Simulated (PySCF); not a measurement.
Species: C4H5BN2.
SMILES with atom numbers: `[CH:1]#[C:2][B:3]1[N:4]=[CH:5][CH2:6][NH:7]1` (hydrogens: H8 on C1; H9 on C5; H10, H11 on C6; H12 on N7)

Level of theory: PBE0-D3(BJ)/def2-SVP geometry optimisation, gas phase (PySCF).

Task: Give the optimised bond lengths and angles.

Result: 
```tsv
bond	length (Å)
C1≡C2	1.217
C2–B3	1.531
B3–N4	1.484
N4=C5	1.276
C5–C6	1.505
C6–N7	1.435
B3–N7	1.409
C1–H8	1.075
C5–H9	1.102
C6–H10, C6–H11	1.107
N7–H12	1.009
```

Bonds in one row agree within 0.01 Å and their mean is given. A selection of angles:
```tsv
angle	degrees
C2–C1–H8	179.5
C1–C2–B3	179.5
C2–B3–N4	126.1
C2–B3–N7	124.9
N4–B3–N7	108.9
B3–N4–C5	104.9
N4–C5–C6	115.9
N4–C5–H9	123.1
C6–C5–H9	121.0
C5–C6–N7	101.2
C5–C6–H10	110.9
N7–C6–H10	113.6
H10–C6–H11	106.7
C6–N7–H12	121.4
B3–N7–C6	109.1
B3–N7–H12	129.5
```

Torsions: C2–B3–N4–C5 180° (antiperiplanar); B3–N4–C5–C6 0° (synperiplanar); N4–C5–C6–N7 0° (synperiplanar); C5–C6–N7–B3 0° (synperiplanar); C2–B3–N7–C6 180° (antiperiplanar).

B3 (three-coordinate boron) is planar (angles 126.1°, 124.9° and 108.9°, sum 360.0°, 0.00 Å off the plane of its three neighbours). N7 (boron-bound nitrogen) is planar (angles 129.5°, 121.4° and 109.1°, sum 360.0°, 0.00 Å off the plane of its three neighbours). The 5-membered ring B3–N4–C5–C6–N7 has internal angles of 101.2° to 115.9°; it is planar, 0.00 Å rms from its mean plane, widest ring torsion 0°. The B–N distances run from 1.409 Å (B3–N7, drawn single) to 1.484 Å (B3–N4, drawn single), a spread of 0.075 Å. The 7 heavy atoms lie in one plane (0.001 Å rms). The C–N distances run from 1.276 Å (N4=C5, drawn double) to 1.435 Å (C6–N7, drawn single), a spread of 0.159 Å. The C–C distances run from 1.217 Å (C1≡C2, drawn triple) to 1.505 Å (C5–C6, drawn single), a spread of 0.288 Å.

Point group: Cs (tolerance 0.08 Å). No PBE0-D3(BJ)/def2-SVP frequencies stand behind this structure, so it isn't proved a minimum.
